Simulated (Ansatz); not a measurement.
Input file for Ansatz (a first-principles code): U-r2SCAN/def2-TZVPP on BFHI (SMILES FBI), a point of a bond scan (R = 1.423 Å). Elements past Kr take the def2 small-core potentials; no spin–orbit coupling.

Ansatz 0.2 input:
```yaml
crystal:
  periodic: [false, false, false]
  atoms:
    - {symbol: B, position_ang: [-0.24474767, -1.33345574, 0.80641967]}
    - {symbol: F, position_ang: [0.79230233, -1.74375557, 1.49667712]}
    - {symbol: H, position_ang: [-1.46317151, -2.06830266, 0.82015165]}
    - {symbol: I, position_ang: [-0.08767701, 0.45862089, -0.34566142]}
basis:
  gaussian:
    orbitals: def2-TZVPP
hamiltonian:
  xc: {name: r2SCAN}
magnetization: {spin_polarized: true, initial_magnetization: 0}
```

The log:

```
WARN ansatz: RAYON_NUM_THREADS=1 ignored (pool sized by the plan → 1); use --threads N
Functional definition: r2SCAN
integrals: 0.04 GiB planned
751 factors; their error is unknown
mean field: 0.44 GiB planned
mean field evaluation 1: about -11513.4608 eV, gradient 2.1e1 eV
mean field evaluation 2: about -11509.6718 eV, gradient 4.0e1 eV
mean field evaluation 4: about -11515.0067 eV, gradient 2.2e0 eV
mean field evaluation 8: about -11515.0301 eV, gradient 3.6e-2 eV
mean field evaluation 16: about -11515.0180 eV, gradient 2.5e-5 eV
mean field -11515.01799024 eV, -423.1691059816 hartree, gradient 2.5e-5 eV, S^2 0.000000; 0 other end points of the search recorded, 0 dependent functions left out
reference -11515.01800203 eV, -423.1691064151 hartree; 20, 20 occupied and 106, 106 virtual orbitals, 751 factors
Total energy: -11515.01800203 eV, -423.1691064151 hartree
```

The calculation finished and met its thresholds.

Cost: roughly 5 core-seconds.
